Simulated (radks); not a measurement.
Values are calculated unless marked as measured or tabulated.
Radial electron density D(r) = 4 pi r^2 rho(r) of an atom or ion with 16 electrons. Level of theory: Dirac Kohn-Sham, relativistic LDA (MacDonald-Vosko exchange, VWN5 correlation), spin-unpolarised, spherical densities, finite nucleus; Fermi nuclear charge, rms radius of each element as measured or else 0.836 A^(1/3) + 0.57 fm (a radial shooting solver on a logarithmic mesh with Libxc functionals).

r (bohr)  D(r) (e/bohr)
0.004009         0.7012
0.004485         0.8607
0.005056          1.070
0.005701          1.326
0.006428          1.639
0.007247          2.019
0.008171          2.477
0.009213          3.027
0.01031           3.635
0.01162           4.399
0.0131            5.292
0.01477           6.323
0.01665           7.499
0.01878           8.818
0.02117           10.27
0.02368           11.73
0.0267            13.36
0.0301            15.02
0.03394           16.64
0.03827           18.12
0.04315           19.38
0.04865           20.31
0.05441           20.80
0.06135           20.87
0.06917           20.43
0.07799           19.55
0.08794           18.33
0.09915           16.97
0.1118            15.72
0.125             14.88
0.141             14.54
0.159             14.90
0.1792            15.95
0.2021            17.47
0.2278            19.12
0.2569            20.44
0.2873            20.99
0.324             20.55
0.3653            18.94
0.4118            16.35
0.4643            13.17
0.5236            9.954
0.5903            7.239
0.6603            5.479
0.7444            4.523
0.8394            4.367
0.9464            4.658
1.067             4.993
1.203             5.055
1.356             4.702
1.517             4.035
1.711             3.108
1.929             2.158
2.175             1.342
2.452            0.7426
2.765            0.3618
3.117            0.1535
3.486           0.06008
3.931           0.01870
4.432          0.004833
4.997          0.001015

What is the nuclear charge?

Answer. Z = 18. The innermost maximum, from 1s, lies near gamma/Z bohr with gamma = sqrt(1 - (Z/c)^2) = 0.991, here 0.0551 bohr (found: 0.0585), and its height grows with Z. The density is that of the argon ion Ar2+ in [Ne] 3s2 3p(1/2: 2, 3/2: 2); the configuration itself is not fixed sharply by these data, and Z only to about a unit. D(r) has 3 maxima, at r = 0.0585, 0.292, 1.16 bohr, and minima at 0.141, 0.813 bohr, inside which lie 2.17, 10.39 electrons.
